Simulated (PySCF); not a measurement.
PySCF 2.14 output of an unrestricted B3LYP calculation on a single atom or ion in def2-SVP (5s3p2d1f, 31 functions), with the non-relativistic Hamiltonian (point nucleus):

```
SCF conv_tol = 1e-09
number electrons alpha = 14  beta = 13
    P. J. Stephens, F. J. Devlin, C. F. Chabalowski, and M. J. Frisch.,  J. Phys. Chem. 98, 11623 (1994)
cycle= 1 E= -1507.79382701854  delta_E= 0.0016  |g|= 0.141  |ddm|= 0.111
cycle= 2 E= -1507.78740900064  delta_E= 0.00642  |g|= 0.208  |ddm|= 0.148
cycle= 3 E= -1507.79898333519  delta_E= -0.0116  |g|= 0.00226  |ddm|= 0.0917
cycle= 4 E= -1507.79899842013  delta_E= -1.51e-05  |g|= 0.000838  |ddm|= 0.013
cycle= 5 E= -1507.79901191593  delta_E= -1.35e-05  |g|= 0.000735  |ddm|= 0.0158
cycle= 6 E= -1507.79902296889  delta_E= -1.11e-05  |g|= 0.000778  |ddm|= 0.0131
cycle= 7 E= -1507.79899581594  delta_E= 2.72e-05  |g|= 0.00135  |ddm|= 0.051
cycle= 8 E= -1507.79899520813  delta_E= 6.08e-07  |g|= 0.000201  |ddm|= 0.0142
cycle= 9 E= -1507.7989952218  delta_E= -1.37e-08  |g|= 1.06e-05  |ddm|= 0.000831
cycle= 10 E= -1507.79899522195  delta_E= -1.43e-10  |g|= 3.61e-06  |ddm|= 0.000149
converged SCF energy = -1507.79899522195  <S^2> = 0.75036499  2S+1 = 2.000365
```

The run itself started from symmetry-adapted Hartree-Fock orbitals and held the occupation by maximum overlap, on a logarithmic radial grid, so the iterations belong to that start.

Question: Which element, charge and spin multiplicity is this?

Answer: Ni+ (nickel, charge +1), multiplicity 2; the state was [Ar] 3d9, 2D determinant.
